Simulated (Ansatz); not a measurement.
C₃H₇AlO₂, SMILES [CH3][Al]1[O]CC[O]1.

Geometry: PBE0-D3(BJ)/def2-SVP. The geometry has at least one imaginary mode, so it is a saddle point at that level. The values are those of a single conformer.

Two levels are set side by side: PBE/def2-SVPD (Ansatz, a first-principles code) and CAM-B3LYP/def2-SVPD (Ansatz). Energy differences of separate SCF runs at the same geometry; the states with an electron removed or added have multiplicity 2 and 2. Differences are taken from unrounded values.

```json
[
 {"quantity": "vertical ionisation energy (eV)", "CAM-B3LYP": "9.64", "PBE": "8.90", "PBE minus CAM-B3LYP": "-0.75"},
 {"quantity": "vertical singlet–triplet gap (eV)", "CAM-B3LYP": "5.94", "PBE": "4.93", "PBE minus CAM-B3LYP": "-1.00"}
]
```
